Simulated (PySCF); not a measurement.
Ti(Cl)3, Cl3Ti, SMILES [Cl][Ti]([Cl])[Cl], doublet, CAM-B3LYP/def2-SVP optimised geometry.

```
4

Ti    -0.55     0.00     0.00
Cl     1.64     0.00     0.00
Cl    -1.64    -1.89     0.00
Cl    -1.64     1.89     0.00
```

Density from unrestricted CAM-B3LYP/def2-TZVP (PySCF) at that geometry.

Minimum of the electron density along straight lines between bonded atoms, close to the bond critical point (lines longer than 1.1 times the sum of covalent radii, or with two minima, are not listed):

| bond | length / Å | ρ at the minimum / e bohr⁻³ | ∇²ρ there / e bohr⁻⁵ | position (fraction from the first atom) |
|---|---|---|---|---|
| Ti1–Cl2 | 2.183 | 0.101 | 0.28 | 0.47 |
| Ti1–Cl3 | 2.183 | 0.101 | 0.28 | 0.47 |
| Ti1–Cl4 | 2.183 | 0.101 | 0.28 | 0.47 |
